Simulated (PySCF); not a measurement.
Computed vibrations of Y(NH2)3

Y(NH2)3 (singlet). PySCF 2.14.0, RKS PBE0, Y def2-SVP with ECP28, N def2-SVP, H def2-SVP; non-relativistic Hamiltonian with scalar-relativistic core potentials where named; density fitting; no spin-orbit coupling. Central differences of gradients.

```xyz
10

Y     0.0000    0.0000    0.0000
N     2.1772    0.0000    0.0000
H     2.8044    0.0000    0.8047
H     2.8044    0.0000   -0.8047
N    -1.0886    1.8855    0.0000
H    -1.4022    2.4287    0.8047
H    -1.4022    2.4287   -0.8047
N    -1.0886   -1.8855    0.0000
H    -1.4022   -2.4287    0.8047
H    -1.4022   -2.4287   -0.8047
```

Run from Python with OMP_NUM_THREADS=2. Where DIIS fails, smearing, a level shift and second-order steps follow.
It took 38 s on 2 threads of Arm Neoverse V1, on a shared host.

Task: What are the harmonic wavenumbers and infrared intensities?

Result: Modes are labelled in D3h; negative numbers are unstable modes, those under 60 cm⁻¹ near the noise; a finer grid moves soft modes by up to 10 cm⁻¹.
| cm⁻¹ | km/mol | symmetry |
| --- | --- | --- |
| -457 | – | e'' |
| -457 | – | e'' |
| -444 | – | a1'' |
| -82 | – | a2'' |
| 136 | 0.8 | e' |
| 136 | 0.8 | e' |
| 285 | 0.0 | e'' |
| 285 | 0.0 | e'' |
| 302 | 176.6 | a2'' |
| 368 | 0.0 | a2' |
| 399 | 276.2 | e' |
| 399 | 276.2 | e' |
| 546 | 0.0 | a1' |
| 547 | 222.6 | e' |
| 547 | 222.6 | e' |
| 1519 | 32.2 | e' |
| 1519 | 32.2 | e' |
| 1519 | 0.0 | a1' |
| 3539 | 14.9 | e' |
| 3539 | 14.9 | e' |
| 3539 | 0.0 | a1' |
| 3610 | 0.0 | e'' |
| 3610 | 0.0 | e'' |
| 3610 | 6.8 | a2'' |

Task: Is this a minimum?

Result: No: 4 unstable; the lowest moves the atoms so:
```
Y    0.00  0.00  0.00
N    0.00  0.00 -0.03
H   -0.04 -0.15  0.00
H    0.04  0.15  0.00
N    0.00  0.00  0.01
H   -0.49 -0.27  0.00
H    0.49  0.27  0.00
N    0.00  0.00  0.02
H   -0.37  0.18  0.00
H    0.37 -0.18  0.00
```
